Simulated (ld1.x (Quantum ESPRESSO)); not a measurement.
An all-electron radial function and its pseudo partner (F)

Columns: radius, all-electron u(r) and pseudo u(r) of the 2p shell (level -11.11 eV) of fluorine in the configuration [He] 2s2 2p5; PBE, scalar-relativistic, PAW scheme, ld1.x (Quantum ESPRESSO) 7.5.

| r (bohr) | all-electron | pseudo |
| --- | --- | --- |
| 0.078 | 0.0925 | 0.0129 |
| 0.155 | 0.2670 | 0.0501 |
| 0.232 | 0.4462 | 0.1089 |
| 0.310 | 0.6017 | 0.1861 |
| 0.388 | 0.7226 | 0.2756 |
| 0.465 | 0.8085 | 0.3698 |
| 0.542 | 0.8646 | 0.4638 |
| 0.620 | 0.8956 | 0.5526 |
| 0.698 | 0.9059 | 0.6300 |
| 0.775 | 0.9007 | 0.6913 |
| 0.852 | 0.8842 | 0.7355 |
| 0.930 | 0.8591 | 0.7618 |
| 1.008 | 0.8283 | 0.7704 |
| 1.085 | 0.7944 | 0.7636 |
| 1.162 | 0.7583 | 0.7445 |
| 1.240 | 0.7207 | 0.7160 |
| 1.318 | 0.6829 | 0.6819 |
| 1.395 | 0.6459 | 0.6459 |
| 1.472 | 0.6097 | 0.6098 |
| 1.550 | 0.5742 | 0.5742 |
| 1.628 | 0.5401 | 0.5401 |
| 1.705 | 0.5078 | 0.5078 |
| 1.782 | 0.4769 | 0.4769 |
| 1.860 | 0.4473 | 0.4473 |
| 1.938 | 0.4192 | 0.4192 |
| 2.015 | 0.3930 | 0.3930 |

How many radial nodes do the two functions have?

The all-electron 2p function has n − l − 1 = 0; the pseudo-wave has 0.

At about which radius was the pseudo-wave matched?

1.55 bohr. The columns agree to 0.0005 from 1.40 bohr on; several derivatives are matched, so the curves merge somewhat inside the radius.

Is the pseudo-wave norm-conserving?

No, it belongs to a PAW set: the norm inside the radius is not constrained, and the difference is carried by the augmentation charge.
